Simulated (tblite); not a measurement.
Compound: C₃H₁₃FSSi₃.
Cartesian coordinates in Å at the GFN2-xTB level; atoms count from 1:
```xyz
21
C3H13FSSi3 angstrom
C      2.1039    2.0110   -0.4644
S      0.4256    1.4244   -0.8515
C      0.5760   -0.3691   -0.5614
F      0.9230   -0.5570    0.7917
Si     1.9680   -1.1682   -1.6160
Si    -1.1885   -1.1192   -0.7830
C     -2.4536   -0.1214    0.2042
Si    -2.0435    0.1794    2.0447
H      2.0363    3.0905   -0.3709
H      2.7898    1.7428   -1.2633
H      2.4163    1.5754    0.4799
H      1.8462   -0.6214   -2.9644
H      3.2604   -0.8430   -1.0128
H      1.7584   -2.6126   -1.5857
H     -1.0665   -2.4945   -0.2880
H     -1.4596   -1.1069   -2.2253
H     -3.4151   -0.6301    0.1357
H     -2.5840    0.8486   -0.2765
H     -1.7128   -1.0929    2.6877
H     -3.2398    0.7460    2.6798
H     -0.9493    1.1351    2.1795
```

Method: GFN2-xTB as coded in tblite; computed harmonic values from a numerical Hessian at the method's own geometry, unscaled. Errors from tens to a few hundred cm⁻¹ against measured bands are possible. Modes of hydrogen on silicon can be 10 to 20 % off. One conformer, not necessarily the lowest.

Harmonic wavenumbers (cm⁻¹): 38.6, 40.2, 67.7, 94.9, 99.3, 133.2, 141.8, 145.9, 184.7, 193.4, 208.6, 218.5, 298.0, 323.4, 434.7, 467.2, 496.5, 521.2, 527.6, 550.6, 589.3, 636.2, 703.4, 718.1, 731.6, 747.6, 754.2, 768.3, 771.2, 781.8, 791.3, 801.6, 804.9, 827.0, 863.1, 924.9, 941.3, 958.5, 1019.9, 1133.5, 1311.4, 1443.2, 1448.4, 1451.0, 2224.4, 2230.8, 2244.0, 2264.6, 2277.0, 2299.5, 2304.1, 2305.5, 2975.8, 2982.3, 3017.6, 3036.5, 3053.0.

A = 1380, B = 676.5, C = 571.1 MHz; mass 184.003 u (most abundant isotopes); point group C1, symmetry number 1.

Question: Zero-point energy?

Answer: Half the sum of the wavenumbers: 30161 cm⁻¹ = 86.24 kcal/mol.

Question: Entropy at 298.15 K, 1 bar (ideal gas, RRHO, classical rotation)?

Answer: Translation 41.56, rotation 30.78, vibration 49.90: S = 122.2 cal/(mol K).

Question: And Cp and H(298.15 K) − H(0)?

Answer: Cp = 55.15 cal/(mol K), of which vibrations give 47.20 (their classical limit is 57 R = 113.3); H(298.15 K) − H(0) = 9.93 kcal/mol without the zero-point energy, 7.56 from vibrations.

Question: Blend soft modes into free rotors: weight 1/[1 + (100 cm⁻¹/ν̃)⁴] for the oscillator and the rest for a rotor with moment μB/(μ + B), μ = h/(8π²ν), B = 10⁻⁴⁴ kg m². What vibrational entropy results?

Answer: 45.32 cal/(mol K) in place of 49.90, which changes −T·S at 298.15 K by +1.36 kcal/mol.

Question: What must be added to the electronic energy to get the Gibbs energy at 298.15 K and 1 bar?

Answer: ZPE + [H(298.15 K) − H(0)] − T·S = 86.24 + 9.93 − 36.45 = 59.72 kcal/mol.

Question: How do the functions run with temperature in this model?

Answer: 
| T (K) | S (cal/(mol K)) | Cp (cal/(mol K)) | H − H(0) (kcal/mol) | G − H(0) (kcal/mol) | ln q(vib) |
| --- | --- | --- | --- | --- | --- |
| 100 | 79.9 | 27.0 | 1.74 | -6.25 | 3.41 |
| 200 | 103.0 | 41.6 | 5.16 | -15.44 | 8.05 |
| 300 | 122.6 | 55.4 | 10.03 | -26.74 | 12.43 |
| 500 | 155.8 | 74.4 | 23.18 | -54.70 | 20.58 |
| 800 | 194.6 | 90.7 | 48.16 | -107.51 | 31.28 |
| 1000 | 215.6 | 97.7 | 67.03 | -148.59 | 37.53 |

q(vib) and H(0) count from the zero-point level.

Question: Which modes carry the vibrational entropy at 298.15 K?

Answer: 38.6 cm⁻¹: 5.33; 40.2 cm⁻¹: 5.25; 67.7 cm⁻¹: 4.22; 94.9 cm⁻¹: 3.56; 99.3 cm⁻¹: 3.47; 133.2 cm⁻¹: 2.90 cal/(mol K); the other 51 give 25.18 together.

Hindered rotation and anharmonicity are outside this model. Other conformers, if any are populated, would add a mixing term that is left out. The structure is chiral; the term R ln 2 for an equal mix with its mirror image is left out.
